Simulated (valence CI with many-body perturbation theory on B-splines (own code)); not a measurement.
Ge27+: magnetic and hyperfine properties of the levels

Calculated by relativistic CI+MBPT: three valence electrons over a frozen Dirac-Fock core [He], a basis of 11 s, 11 p, 9 d, 7 f, 5 g, 2 h, 1 i functions for each j, with the one-electron correlation potential Σ1 (screened to all orders), the two-electron term Σ2, the three-electron term Σ3, Breit, model QED; selected single and double excitations, second order for the rest (own B-spline code, finite nucleus).

The last digits are not significant, and no measured levels were compared; by estimate large intervals hold to a few tenths of a per cent, small ones and those within an open d or f shell to about a per cent.

A/g_I is the dipole constant over the nuclear g factor μ/I (μ in nuclear magnetons, uniformly magnetised nucleus), B/Q the quadrupole constant per barn. Both hold the static response of the core; the bare values leave it out. Large factors of s and p1/2 electrons are usually good to 5 to 10 %; those of open d and f shells near neutrality can be off by tens of per cent, and small factors of p3/2, d and f electrons come from cancelling terms and can be off by a factor of two or in sign, in half-filled shells by more. B is blank for J = 1/2, where it vanishes, and for nearly pure S terms. Energies count from the lowest level.

Names give the largest LS component (configuration and term), which can be under half, so a name can repeat, a term be missing and a line seem to break the LS rules; names also repeat where a configuration has a term twice. Letters in brackets count levels of one name in rising energy.

```csv
Level,E (eV),g,A/g_I (MHz),A/g_I bare,B/Q (MHz/b),B/Q bare
2s²2p ²P°_1/2,0.0,0.658,318000,315000,,
2s²2p ²P°_3/2,36.5,1.328,57900,60400,107000,107000
2s2p² ⁴P_1/2,71.0,2.562,708000,700000,,
2s2p² ⁴P_3/2,91.9,1.714,255000,254000,85900,86200
2s2p² ⁴P_5/2,104.9,1.519,276000,275000,-51700,-51900
2s2p² ²D_3/2,136.5,0.863,-23400,-19400,122000,122000
2s2p² ²P_1/2,148.4,1.103,68900,68800,,
2s2p² ²D_5/2,149.9,1.270,268000,264000,159000,159000
2s2p² ²S_1/2,187.4,1.653,887000,866000,,
2s2p² ²P_3/2,188.9,1.273,-93600,-85500,-79500,-79800
2p³ ⁴S°_3/2,223.9,1.704,20900,30400,45200,45300
2p³ ²D°_3/2,252.3,1.158,26700,29200,69300,69500
2p³ ²D°_5/2,261.4,1.194,106000,108000,-764,-766
2p³ ²P°_1/2,283.5,0.658,319000,314000,,
2p³ ²P°_3/2,308.2,1.256,57100,60700,-113000,-113000
2s²3s ²S_1/2,1612.4,1.999,289000,284000,,
2s²3p ²P°_1/2,1641.2,0.666,85600,84600,,
2s²3p ²P°_3/2,1651.5,1.335,37400,37700,32300,32300
2s2p3s ⁴P°_1/2,1669.5,2.547,602000,591000,,
2s2p3s ⁴P°_3/2,1676.9,1.664,460000,453000,-59700,-59900
2s²3d ²D_3/2,1677.3,0.797,12700,12600,6050,6160
2s²3d ²D_5/2,1680.5,1.198,4910,4900,8250,8400
2s2p3s ²P°_1/2 [a],1687.0,0.729,337000,333000,,
2s2p3p ⁴D_1/2,1694.5,0.203,-71100,-68600,,
2s2p3p ⁴D_3/2,1701.1,1.215,381000,376000,-43300,-43400
2s2p3s ⁴P°_5/2,1704.9,1.595,294000,290000,109000,109000
2s2p3p ⁴P_3/2 [a],1710.2,1.465,94000,93300,16000,16000
2s2p3p ⁴P_1/2,1713.5,1.820,757000,744000,,
2s2p3p ²P_1/2 [a],1715.1,1.449,-258000,-252000,,
2s2p3p ⁴D_5/2,1715.5,1.380,231000,228000,-7570,-7610
2s2p3s ²P°_3/2 [a],1716.2,1.370,310000,307000,87700,88000
2s2p3p ²D_3/2 [a],1720.3,1.238,133000,132000,35800,36000
2s2p3d ⁴F°_3/2,1727.9,0.494,-96300,-94100,15100,15200
2s2p3d ⁴F°_5/2,1732.9,1.087,112000,111000,-9150,-9090
2s2p3p ⁴P_3/2 [b],1737.4,1.550,335000,331000,72900,73100
2s2p3d ⁴P°_5/2,1739.0,1.383,163000,160000,534,613
2s2p3p ⁴P_5/2,1740.0,1.415,253000,251000,68500,68800
2s2p3d ⁴F°_7/2,1740.7,1.272,162000,160000,-34600,-34600
2s2p3d ⁴D°_3/2,1741.6,1.306,64000,62700,19500,19600
2s2p3p ⁴D_7/2,1741.6,1.425,177000,176000,141000,141000
```

(1) Take the isotope of mass number 73, with I = 9/2, μ = -0.87824 μN and Q = -0.196 b. What is the hyperfine structure of 2s2p² ⁴P_3/2?

Results:

(1) From the table A = -49700 MHz, B = -16800 MHz. Shifts from the centre of gravity in MHz: F = 3: 402000, F = 4: 215000, F = 5: -30300, F = 6: -340000.
